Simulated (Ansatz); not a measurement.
`C#C[SiH2]N`, 9 atoms. Charge 0, multiplicity 1. All runs use 2 threads of an Intel Xeon Platinum 8259CL on a shared host. Correlated methods freeze the cores.

Task: How many basis functions does each run have, and how long does it take in Ansatz? RKS B3LYP-D4/def2-TZVPP energy and forces; RKS ωB97M-V/def2-QZVPP energy; RHF-CCSD(T)/def2-SVP energy; RKS PBE0-D4/def2-TZVPP energy; RHF-MP2/def2-QZVPP energy; RHF-CCSD(T)/def2-TZVPP energy; RKS PBE0-D4/def2-TZVP relaxation (7 steps); RKS B97M-V/def2-TZVPP energy; RKS BHLYP-D4/def2-TZVPP energy; direct RPA on PBE orbitals/def2-TZVPP energy; RKS PBE0-D4/def2-QZVPP energy; RKS PBE0-D4/def2-SVP energy. (Estimate.)

Result: The calculation gave: Other jobs shared the machine, so times are rough.

| level | job | functions | wall time | peak host memory (GiB) |
| --- | --- | --- | --- | --- |
| RKS PBE0-D4/def2-SVP | energy | 85 | 1.4 s | 0.41 |
| RHF-CCSD(T)/def2-SVP | energy | 85 | 3.3 s | 0.41 |
| RKS PBE0-D4/def2-TZVPP | energy | 205 | 3.7 s | 0.38 |
| RKS BHLYP-D4/def2-TZVPP | energy | 205 | 4.3 s | 0.41 |
| RKS B3LYP-D4/def2-TZVPP | energy and forces | 205 | 7 s | 0.44 |
| direct RPA on PBE orbitals/def2-TZVPP | energy | 205 | 7.5 s | 0.41 |
| RKS B97M-V/def2-TZVPP | energy | 205 | 9.5 s | 0.29 |
| RKS PBE0-D4/def2-QZVPP | energy | 391 | 11 s | 0.99 |
| RKS ωB97M-V/def2-QZVPP | energy | 391 | 24 s | 1.1 |
| RHF-MP2/def2-QZVPP | energy | 391 | 26 s | 1.7 |
| RKS PBE0-D4/def2-TZVP | relaxation (7 steps) | 160 | 31 s | 0.33 |
| RHF-CCSD(T)/def2-TZVPP | energy | 205 | 61 s | 2.6 |

B3LYP here is the variant with VWN-RPA as its local correlation; programs differ in this.
